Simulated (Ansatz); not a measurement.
A nudged elastic band was laid between two geometries of a periodic cell of 17 atoms, Be₁₆C (host Be, host structure hcp, interstitial C).

Level of theory: DFT PBEsol, scalar-relativistic, plane waves, PAW (Ansatz). Settings: cutoff 420 eV, k mesh 5x5x3, gaussian smearing 0.05 eV, no spin polarisation.

```yaml
movable_images: 5
climbing_image: yes
spring: 1.0 eV/Å²
optimiser: quadratic models (default)
start_path: IDPP
force_threshold: 0.05 eV/Å
iteration_limit: 7
end_points: relaxed
```

First end point:

```xyz
17
Lattice="-2.2900 -3.9664 0.0000 3.4350 -1.9832 0.0000 0.0000 0.0000 7.1769" Properties=species:S:1:pos:R:3
Be -0.006 -4.064 -0.056
Be 0.015 -2.651 1.914
Be -0.034 -3.974 3.633
Be 0.003 -2.646 5.333
Be -1.149 -1.977 -0.132
Be 2.303 -2.543 1.843
Be -1.144 -1.983 3.631
Be 2.326 -2.635 5.330
Be 1.229 -1.926 -0.055
Be 1.036 -0.596 1.850
Be 1.135 -1.949 3.634
Be 1.155 -0.667 5.337
Be 0.115 -0.064 -0.058
Be 1.064 -4.686 1.845
Be -0.011 0.007 3.627
Be 1.156 -4.662 5.331
C 1.152 -3.309 0.893
```

Last end point:

```xyz
17
Lattice="-2.2900 -3.9664 0.0000 3.4350 -1.9832 0.0000 0.0000 0.0000 7.1769" Properties=species:S:1:pos:R:3
Be -0.036 -3.975 -0.045
Be 0.007 -2.649 1.672
Be -0.013 -4.067 3.641
Be 0.002 -2.647 5.431
Be -1.147 -1.983 -0.045
Be 2.302 -2.547 1.746
Be -1.153 -1.980 3.714
Be 2.325 -2.638 5.432
Be 1.134 -1.950 -0.045
Be 1.034 -0.598 1.741
Be 1.223 -1.924 3.641
Be 1.154 -0.668 5.427
Be -0.010 0.005 -0.040
Be 1.066 -4.688 1.746
Be 0.110 -0.066 3.647
Be 1.155 -4.663 5.432
C 1.143 -3.306 2.694
```

Which bonds break or form, and what moves?

Contacts lost: Be1–C17, Be5–C17, Be9–C17. Contacts made: Be3–C17, Be7–C17, Be11–C17. The atom that moves furthest is C17, by 1.80 Å.

What energy profile does the band end with?

It did not converge within its limit. The highest image is number 3 of 0 to 6, 1.61 eV above the ends, which have the same energy within 2 meV. The band didn't meet its force threshold, so its energies are provisional: the largest band force was still 0.10 eV/Å, and over the last iterations the top moved between 1.61 and 1.68 eV. Limits of this set-up: coarse k mesh.

| image | path coordinate (Å) | energy (eV) | Be1–C17 (Å) | Be5–C17 (Å) | Be9–C17 (Å) |
| --- | --- | --- | --- | --- | --- |
| 0 | 0.00 | 0.00 | 1.68 | 1.66 | 1.68 |
| 1 | 0.39 | 0.25 | 1.72 | 1.70 | 1.72 |
| 2 | 0.78 | 1.05 | 1.87 | 1.87 | 1.87 |
| 3 | 1.17 | 1.61 | 2.17 | 2.20 | 2.17 |
| 4 | 1.55 | 1.06 | 2.51 | 2.56 | 2.51 |
| 5 | 1.94 | 0.26 | 2.83 | 2.87 | 2.83 |
| 6 | 2.32 | 0.00 | 3.06 | 3.04 | 3.06 |

Run time: 9.4 min on 1 thread of Arm Neoverse V1, with other jobs on the host, peak memory 0.77 GiB.
